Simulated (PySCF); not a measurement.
## Relaxation of singlet GaOF

Computed with PBE0 in PySCF with Ga def2-TZVP, O def2-TZVP, F def2-TZVP; no relativity; density-fitted integrals. A (50,194) grid was used.

A hand-made linear start, of C∞v symmetry, held to at least that symmetry:

```xyz
3
charge 0 multiplicity 1, angstrom
Ga    0.0000    0.0000   -0.0759
O     0.0000    0.0000   -1.8159
F     0.0000    0.0000    1.8041
```

Q: What forces act on the atoms at the start (eV/Å)?

A: 
```
atom    Fx    Fy     Fz
 Ga1  0.00  0.00   0.20
  O2  0.00  0.00   3.00
  F3  0.00  0.00  -3.20
```

Q: What does it relax to?

A: It ends at C∞v with Ga–F 1.711 Å, Ga–O 1.642 Å; F–Ga–O 180.0°. A frequency run shows a minimum. Other isomers or separated fragments may lie lower.

Q: How much energy is released, and in how many steps?

A: 46.1 kJ/mol in 4 steps.

The relaxation took about 40 core-seconds on a shared host.
